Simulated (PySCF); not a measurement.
PySCF 2.14 output of an unrestricted B3LYP calculation on a single atom or ion in x2c-TZVPall, with the spin-free X2C one-electron Hamiltonian (Gaussian nucleus):

```
SCF conv_tol = 1e-09
number electrons alpha = 11  beta = 9
    P. J. Stephens, F. J. Devlin, C. F. Chabalowski, and M. J. Frisch.,  J. Phys. Chem. 98, 11623 (1994)
cycle= 1 E= -763.958563509457  delta_E= -0.00492  |g|= 0.0101  |ddm|= 0.224
cycle= 2 E= -763.958644576033  delta_E= -8.11e-05  |g|= 0.00624  |ddm|= 0.0343
cycle= 3 E= -763.95869115498  delta_E= -4.66e-05  |g|= 0.00174  |ddm|= 0.0186
cycle= 4 E= -763.958762354306  delta_E= -7.12e-05  |g|= 0.00204  |ddm|= 0.0298
cycle= 5 E= -763.958585133888  delta_E= 0.000177  |g|= 0.0015  |ddm|= 0.0906
cycle= 6 E= -763.958530745536  delta_E= 5.44e-05  |g|= 0.00234  |ddm|= 0.0852
cycle= 7 E= -763.958516597252  delta_E= 1.41e-05  |g|= 0.00611  |ddm|= 0.00893
cycle= 8 E= -763.958533212722  delta_E= -1.66e-05  |g|= 3.92e-05  |ddm|= 0.0153
cycle= 9 E= -763.958533206709  delta_E= 6.01e-09  |g|= 2.13e-05  |ddm|= 0.000928
cycle= 10 E= -763.958533206915  delta_E= -2.06e-10  |g|= 6.93e-08  |ddm|= 4.93e-05
converged SCF energy = -763.958533206915  <S^2> = 2.0003264  2S+1 = 3.0002176
```

The run itself started from symmetry-adapted Hartree-Fock orbitals and held the occupation by maximum overlap, on a logarithmic radial grid, so the iterations belong to that start.

Task: Which element, charge and spin multiplicity is this?

Result: Sc⁺ (scandium, charge +1), multiplicity 3; the state was [Ar] 3d1 4s1, high-spin 3D determinant.
